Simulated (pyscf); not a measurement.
# `[SiH3][O][SiH2][O][B]([Br])[Br]`, singlet

Gas-phase minimum from PySCF at ωB97X-D3(BJ)/def2-SVP, one conformer. 

```xyz
12

Si    -1.0039    -0.5490     1.6652
O     -0.9348     0.5142     0.3796
Si    -1.1937     0.7085    -1.2243
O      0.1809     0.2146    -2.0873
B      0.7813    -0.9691    -2.1835
Br     0.1000    -2.4976    -1.2159
Br     2.3228    -1.1978    -3.2857
H     -1.9932    -1.6261     1.3825
H     -1.4359     0.2229     2.8613
H      0.3407    -1.1343     1.9060
H     -1.3452     2.1438    -1.5357
H     -2.3362    -0.1126    -1.6952
```
Charge 0, spin multiplicity 1.

Bonded distances (Å): Si1–O2 1.670, Si1–H8 1.489, Si1–H9 1.488, Si1–H10 1.486, O2–Si3 1.636, Si3–O4 1.697, Si3–H11 1.477, Si3–H12 1.484, O4–B5 1.331, B5–Br6 1.933, B5–Br7 1.909. Bond angles (°): O2–Si1–H8 110.0, O2–Si1–H9 107.5, O2–Si1–H10 109.8, H8–Si1–H9 109.6, H8–Si1–H10 110.3, H9–Si1–H10 109.7, Si1–O2–Si3 145.5, O2–Si3–O4 109.6, O2–Si3–H11 109.8, O2–Si3–H12 111.5, O4–Si3–H11 105.0, O4–Si3–H12 107.5, H11–Si3–H12 113.1, Si3–O4–B5 131.4 (the first ones only).

Properties at ωB97X-D3(BJ)/def2-SVP:

```yaml
harmonic_wavenumbers_unscaled: 21, 64, 68, 96, 129, 162, 164, 223, 338, 416, 490, 612, 694, 739, 743, 775, 819, 877, 928, 964, 973, 979, 1016, 1130, 1424, 2270, 2280, 2289, 2301, 2341 cm⁻¹
zero_point_energy: 37.6 kcal/mol
rotational_symmetry_number: 1
Entropy of this conformer at 298 K and 1 atm, rigid rotor and harmonic oscillator, modes under 100 cm⁻¹ raised to 100: 432.4 J/(mol K)
dipole_moment: 1.81 D
```

Single-point totals, which compare only within one level:

```tsv
level	total energy (hartree)
ωB97X-D3(BJ)/def2-TZVP	-5905.88344
PBE/def2-TZVP	-5904.66632
r²SCAN/def2-TZVP	-5905.78572
B3LYP-D3(BJ)/def2-TZVP	-5906.08371
PBE0-D3(BJ)/def2-TZVP	-5904.92680
M06-2X/def2-TZVP	-5905.93240
ωB97M-D3(BJ)/def2-TZVP	-5906.09698
```

The lowest mode is so soft that the shape along it may change with the basis. Soft torsions are taken as harmonic, which can shift the entropy by several J/(mol K). Elements up to Kr have no core potential and no relativistic terms here.
